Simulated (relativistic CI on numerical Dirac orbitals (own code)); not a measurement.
Ti⁴⁺ in a cubic cluster: 3s photoemission with charge transfer

Computed with a charge-transfer multiplet model of a cubic metal-ligand cluster with up to 3 ligand holes, Slater and spin-orbit integrals from Dirac-Coulomb-Breit ions, Slater integrals scaled by 0.8. The ground state mixes d0 with configurations of k ligand holes L, whose averages lie at kΔ + k(k − 1)U_dd/2; a core hole lowers each added d electron by U_cd. 20 K, Lorentzian 1.4 eV and Gaussian 0.8 eV FWHM.

Atomic integrals in eV (Slater integrals scaled, ζ unscaled), ground: F2dd 6.578, F4dd 4.090, zeta_d 0.013; with the core hole: F2dd 6.578, F4dd 4.090, zeta_d 0.022, G2cd 8.461. Where a configuration has fewer than two d electrons, the dd integrals are those of d2.

Cluster parameters (eV): Δ = 0.4, U_cd = 6.7, 10Dq = 0.4, 10Dq(ligand) = 1.5, V(eg) = 1.2, V(t2g) = -0.6, final-state hopping factor = 1.

```tsv
Case	n_d	d0	d1L	d2L2	d3L3	S
U_dd = 4.9 eV	0.84	0.30	0.57	0.13	0.01	0.00
U_dd = 5.6 eV	0.80	0.32	0.57	0.11	0.00	0.00
U_dd = 7.7 eV	0.71	0.36	0.57	0.07	0.00	0.00
```

Weights, n_d and S are thermal averages at 20 K. Binding energies count from the first peak over 30 % of the highest in each spectrum, which can be another peak from case to case. The parameters are a model scan and need not match a compound or its usual spin state. Peaks in eV (height, largest 100):
- U_dd = 4.9 eV: 0.0 (100), 3.7 (55), 6.4 (61), 10.1 (27), 15.3 (16)
- U_dd = 5.6 eV: 0.0 (100), 3.7 (53), 6.2 (50), 9.9 (23), 14.5 (17)
- U_dd = 7.7 eV: 0.0 (100), 3.8 (41), 6.3 (26), 12.9 (15)

A d0 ion has no d-d gap: its lowest excitations are ligand-to-metal charge transfer. With the core hole the average of the configuration with one ligand hole lies at Δ − U_cd = -6.3 eV before mixing: it lies below the unscreened one, so the lowest final states are mostly screened and the unscreened weight appears at higher binding energy as a satellite.

Without intra-shell correlation the exchange splitting of the 3s hole comes out too large.
